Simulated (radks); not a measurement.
Values are calculated unless marked as measured or tabulated.
Spherical quantum dot in the effective-mass picture: electrons in a hard-walled sphere of radius 12.8, with a point charge +1 (a donor) at the centre, all in effective atomic units (hartree* = m*/eps^2 hartree, bohr* = eps/m* bohr), one dielectric constant everywhere. Level of theory: non-relativistic Kohn-Sham, PBEsol, spin-polarised, spherical densities (a radial shooting solver with Libxc functionals). Levels are named by radial order and angular momentum (1s, 1p, 1d, 2s, ...), and open shells are averaged over m. Results are scaled to m* = 0.088 and eps = 9.2, for which hartree* = 28.29 meV and bohr* = 5.532 nm.

N = 4, configuration 1s2 1p(up 1, down 0) 2s(up 1, down 0). This is the lowest configuration that the search found (a dilute case). Occupied levels:

level    occupation  eigenvalue (meV)  <r> (nm)
1s up             1            6.8839     14.76
1s down           1            7.8344     25.77
2s up             1            8.0755     43.38
1p up             1            8.3183     47.77

Energy (meV): total -2.84383, kinetic 17.901, external -43.536, Hartree 38.681, exchange-correlation -15.890.
